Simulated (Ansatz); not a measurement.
System: C₂HO (charge 0, doublet). It need not be the lowest isomer of its formula. SMILES: C#C[O]
Geometry: optimised at B3LYP-D3(BJ)/def2-TZVP (Ansatz, an electronic-structure program).

Parts of the frozen-core correlation energy in cc-pVDZ (Ansatz, hartree). Frozen orbitals: 3; correlated occupied orbitals by spin: 8 and 7; virtual: 36 and 37. UHF or UKS for open shells. Spin-orbit coupling is left out. Non-relativistic.

| term | value |
|---|---|
| reference (HF) | -151.09750 |
| MP2 opposite-spin | -0.29475 |
| MP2 same-spin | -0.10932 |
| CCSD correlation | -0.42296 |
| (T) | -0.01709 |
| CCSDT minus CCSD(T) | -0.00124 |
| T1 diagnostic | 0.024 |
| largest doubles amplitude | 0.075 |
| <S^2> of the reference | 0.817 |
